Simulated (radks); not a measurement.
Results of a calculation; reference values are marked as such.
Task: Valence configurations of Ta III (all share [Xe]). Level of theory: scalar-relativistic Kohn-Sham, PBE, spin-polarised, spherical densities, finite nucleus; open shells are filled with parallel spins first (spin-orbit coupling, left out, can overturn this in heavy ions); Fermi nuclear charge, rms radius 5.3507 fm (a radial shooting solver on a logarithmic mesh with Libxc functionals). Order these by energy: 4f14 5d0.5 6s2 6p0.5; 4f14 5d2 6p1; 4f11 5d6; 4f14 5d1 6p2; 4f12 5d5; 4f13 5d3 6p1; 4f14 5d1 6s2; 4f14 5d3; 4f13 5d3 6s1; 4f14 5d2.5 6s0.5.

Result: From the lowest, in eV above it: 4f14 5d3 0.000; 4f14 5d2.5 6s0.5 0.129; 4f14 5d1 6s2 2.795; 4f14 5d2 6p1 6.871; 4f14 5d0.5 6s2 6p0.5 7.087; 4f14 5d1 6p2 15.021; 4f13 5d3 6s1 25.493; 4f13 5d3 6p1 32.281; 4f12 5d5 54.393; 4f11 5d6 95.629. NIST lists [Xe] 4f14 5d3 as the ground configuration; this level of theory agrees among the configurations tried. The energies are those of spherical high-spin densities, not of single terms.
